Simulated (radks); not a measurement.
Values are calculated unless marked as measured or tabulated.
Species: Sm XXXI. Configuration: [Ar] 3d10 4s2 4p2. Level of theory: non-relativistic Kohn-Sham, LB94 model potential, spin-polarised, spherical densities, point nucleus; open shells are filled with parallel spins first (spin-orbit coupling, left out, can overturn this in heavy ions); relativity is left out, which matters for an element this heavy (a radial shooting solver on a logarithmic mesh with Libxc functionals).

Normalised radial functions P(r) = r R(r), r in bohr:

```
   r/bohr * 4s down (the largest magnitude, 1.65, reaches the edge; | marks zero)
 0.001319                             | *
 0.001487                             | *
 0.001676                             | *
  0.00189                             | *
 0.002148                             |  *
 0.002422                             |  *
 0.002731                             |  *
 0.003079                             |  *
 0.003472                             |   *
 0.003914                             |   *
 0.004449                             |    *
 0.005016                             |    *
 0.005656                             |    *
 0.006377                             |     *
  0.00719                             |     *
 0.008171                             |     *
 0.009213                             |      *
  0.01039                             |      *
  0.01171                             |      *
  0.01321                             |      *
  0.01501                             |      *
  0.01692                             |     *
  0.01908                             |     *
  0.02151                             |    *
  0.02426                             |   *
  0.02757                             | *
  0.03108                             *
  0.03505                           * |
  0.03951                         *   |
  0.04455                       *     |
  0.05023                     *       |
  0.05709                   *         |
  0.06437                  *          |
  0.07258                  *          |
  0.08183                  *          |
  0.09226                     *       |
   0.1049                        *    |
   0.1182                             *
   0.1333                             |    *
   0.1503                             |         *
   0.1695                             |             *
   0.1926                             |                *
   0.2172                             |               *
   0.2448                             |             *
   0.2761                             |       *
   0.3113                             *
   0.3538                   *         |
   0.3989           *                 |
   0.4497     *                       |
   0.5071  *                          |
   0.5717   *                         |
   0.6446      *                      |
   0.7326            *                |
    0.826                 *           |
   0.9314                      *      |
     1.05                         *   |
    1.184                           * |
    1.346                            *|
    1.517                             *
    1.711                             *
```

4s down: eigenvalue -1202.8 eV, 3 radial nodes at r = 0.0312, 0.119, 0.310 bohr, <r> = 0.537 bohr, 90 % of the charge inside 0.758 bohr.
